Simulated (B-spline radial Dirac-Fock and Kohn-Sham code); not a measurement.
## Run log: Te⁶⁺

ΔSCF core binding energies without Breit or QED terms, calculated with a radial atomic solver. Keys: rel is the Hamiltonian (dirac, or spin-free x2c and nr, where L3 and M5 stand for the whole 2p and 3d shells), method is hf or an exchange,correlation pair (spin-unpolarised, also for the hole states), nuc the nuclear model, radius_factor scales its radius, rmax is the box in bohr, h the logarithmic mesh step, order the B-spline order, points the quadrature points per cell, c_factor scales the speed of light, and damp, ndamp, maxit and tol steer the iteration. The run stops when the commutator error falls below 10·tol·max(1, Z/10), or the numerical noise floor, and the energy has settled to about 1e-8 Ha; the virial ratio is −V/T.

Input (task.json):

```json
{"items": [{"Z": 52, "q": 6, "cfg": [[1, 0, 2], [2, 0, 2], [2, 1, 6], [3, 0, 2], [3, 1, 6], [3, 2, 10], [4, 0, 2], [4, 1, 6], [4, 2, 10]], "A": 130, "rrms": 4.7423, "do": "settings", "holes": ["K", "L3", "M5"],
  "settings": [{"rel": "nr", "method": "hf", "nuc": "fermi", "radius_factor": 1.0, "rmax": 45.0, "h": 0.3, "order": 8, "points": 10, "c_factor": 1.0, "maxit": 60, "damp": 0.5, "ndamp": 3, "tol": 1e-08}]}]}
```

Command: `python xray2_run.py task.json out`

Ground-state iterations:

```
iter   energy (Ha)        error
   1    -6578.31745227  1.91e+00
   2    -6598.42769438  6.77e-01
   3    -6603.57588873  2.31e-01
   4    -6604.03797999  7.41e-02
   5    -6604.07377708  2.35e-02
   6    -6604.08142294  2.31e-03
   7    -6604.08146293  8.43e-05
   8    -6604.08146300  1.22e-05
   9    -6604.08146300  1.02e-06
  10    -6604.08146300  5.35e-08
```

The ground state converged in 10 iterations, with total energy -6604.08146 Ha, virial ratio 2.00000 and highest orbital energy -126.35 eV. ΔSCF binding energies: K (1s) 30788.0 eV, L3 (2p3/2) 4440.1 eV, M5 (3d5/2) 671.6 eV.
